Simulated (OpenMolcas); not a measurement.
Tm2+ among 8 point charges of -1 e arranged as a cube (Oh).

```yaml
Program: OpenMolcas
Method: CASSCF
Basis: ANO-RCC-VDZP [7s6p4d2f1g]
Scalar_Hamiltonian: DKH2, point nucleus
Active_space: 13 electrons in 7 orbitals (4f)
State_averaging: 2S+1 = 2 odd, 7 roots
Spin-orbit_coupling: state interaction with AMFI integrals over the reference wave functions
```

All point charges move together. At R = 2.39 Å the width of the lowest J multiplet is 285 cm-1, and at R = 2.59 Å it is 190 cm-1.

Problem. A third run gives 113 cm-1. What distance was it run at?

Solution. With a power law R^-n the two known points give n = -ln(190 / 285) / ln(2.59 / 2.39) = 5.05. Then R = 2.39 × (285 / 113)^(1/5.05) = 2.870 Å. The run was at 2.87 Å, so the estimate is off by 0 Å.

Point charges carry no covalency, so the field is a model and not that of real ligands. No measured value stands beside these numbers.
